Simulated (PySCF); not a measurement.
Compound: C7H10NPSi.
Numbering: `[SiH3:1][c:2]1[n:3][cH:4][cH:5][p:6][c:7]1[CH:8]1[CH2:9][CH2:10]1`

Structure used (GFN2-xTB), in Å, numbered top down from 1:
```
atom  x, y, z in Å
Si1    1.1192    2.4013    0.0068
C2     1.1298    0.5040   -0.0972
N3     2.3768    0.0714   -0.2648
C4     2.6705   -1.2088   -0.3657
C5     1.7789   -2.2607   -0.3075
P6     0.0730   -2.0580   -0.1022
C7    -0.0013   -0.3061   -0.0149
C8    -1.3333    0.3064    0.1570
C9    -2.3774   -0.3904    0.9909
C10   -2.5397   -0.3258   -0.4879
H11    0.3181    2.9447   -1.0967
H12    0.5149    2.8221    1.2770
H13    2.5024    2.8440   -0.0837
H14    3.7284   -1.4135   -0.5037
H15    2.1516   -3.2733   -0.3974
H16   -1.3194    1.3886    0.2017
H17   -3.0208    0.2133    1.6128
H18   -2.1025   -1.3398    1.4306
H19   -3.2971    0.3228   -0.9017
H20   -2.3771   -1.2314   -1.0565
```

Definitions: NICS(0) = −σiso at the ring centroid; NICS(1) = −σiso and NICS(1)zz = −σzz at ±1 Å along the ring normal z. Level: GIAO PBE0/pcSseg-1 (PySCF, non-relativistic, gas phase) on the GFN2-xTB geometry, one conformer.

Ring bond lengths (Å), with Mayer bond orders in brackets: C2–N3 1.330 (1.44), N3–C4 1.317 (1.51), C4–C5 1.380 (1.39), C5–P6 1.730 (1.34), P6–C7 1.756 (1.28), C7–C2 1.394 (1.30); C8–C9 1.507 (0.93), C9–C10 1.489 (0.97), C10–C8 1.507 (0.93).

**Question.** What do the NICS probes read (ppm)?

**Answer.** 
| ring | type | NICS(0) | NICS(1), two faces | NICS(1)zz, two faces | rms pucker (Å) | centre to ring atoms, mean (Å) |
| --- | --- | --- | --- | --- | --- | --- |
| C2–N3–C4–C5–P6–C7 | 6-membered ring with N and P; formal bonds all aromatic | -5.4 | -10.0 / -10.0 | -23.8 / -23.8 | 0.00 | 1.47 |
| C8–C9–C10 | 3-membered carbocycle; formal bonds all single | -42.0 | -6.8 / -7.6 | -24.8 / -22.9 | 0.00 | 0.87 |

**Question.** What do they say, and how far can they be read as aromaticity?

**Answer.** 
- C2–N3–C4–C5–P6–C7: mean NICS(1)zz -23.8 ppm, shielded.
- C8–C9–C10: mean NICS(1)zz -23.8 ppm, shielded. C8, C9, C10 have four or more neighbours; no verdict on aromaticity is drawn. NICS(0) lies 35 ppm below the mean NICS(1).

**Question.** What does the geometric index give? Use HOMA with the parameters of Krygowski (1993).

**Answer.** 
- C2–N3–C4–C5–P6–C7: HOMA 0.90; the largest term is that of P6–C7, α(R − Ropt)² = 0.40.
